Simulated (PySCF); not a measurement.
C₄H₁₀BN.
Atom-mapped SMILES: `[BH2:1][NH:2][CH:3]1[CH2:4][CH2:5][CH2:6]1` (hydrogens: H7, H8 on B1; H9 on N2; H10 on C3; H11, H12 on C4; H13, H14 on C5; H15, H16 on C6)

Theory: core-valence-separated Tamm–Dancoff BHandHLYP/aug-pcX-1 (pcseg-1 on H) in PySCF, non-relativistic, gas phase, PBE0-D3(BJ)/def2-SVP geometry.

Computed boron K-edge spectrum, Gaussian lines of 0.6 eV full width, highest printed point 100; it ends one width below the last computed root. The energies are unshifted.

photon energy (eV), absorption and a bar:
```
    186.0          1 
    186.1          2 #
    186.2          6 ##
    186.3         13 ####
    186.4         27 ########
    186.5         48 ##############
    186.6         71 #####################
    186.7         91 ###########################
    186.8        100 ##############################
    186.9         94 ############################
    187.0         76 #######################
    187.1         53 ################
    187.2         31 #########
    187.3         16 #####
    187.4          7 ##
    187.5          3 #
    187.6          1 
    187.7          0 
    187.8          0 
    187.9          0 
    188.0          0 
    188.1          0 
    188.2          0 
    188.3          0 
    188.4          0 
    188.5          0 
    188.6          0 
    188.7          0 
    188.8          0 
    188.9          0 
    189.0          0 
    189.1          0 
    189.2          0 
    189.3          0 
    189.4          0 
    189.5          0 
    189.6          0 
    189.7          1 
    189.8          2 #
    189.9          4 #
    190.0          7 ##
    190.1         10 ###
    190.2         14 ####
    190.3         17 #####
    190.4         20 ######
    190.5         21 ######
    190.6         21 ######
    190.7         20 ######
    190.8         19 ######
    190.9         18 #####
    191.0         17 #####
    191.1         16 #####
    191.2         15 ####
    191.3         13 ####
    191.4         12 ####
```

Q: Where are the maxima, and which lines make them up?

A: 2 maxima:
- 186.8 eV: B1 (three-coordinate boron), 186.81 eV, f = 0.077, 100 % of the height at the exact maximum
- 190.6 eV: B1 (three-coordinate boron), 190.67 eV, f = 0.011, 65 % of the height at the exact maximum; B1 (three-coordinate boron), 190.29 eV, f = 0.009, 30 % of the height at the exact maximum

Further lines of some strength in the range: B1, 191.20 eV, f = 0.007.

Roots within 0.03 eV on the same or equivalent atoms count as one line; shares under 12 % aren't listed.

Vibrational structure and lifetime widths aren't in the curve. The ionisation threshold wasn't computed; near and above it a finite basis only mimics Rydberg series and continuum.

Conformer computed: `[BH2:1][NH:2][CH:3]1[CH2:4][CH2:5][CH2:6]1`: B1–N2–C3–C4 129°.

One conformer stands for the species.
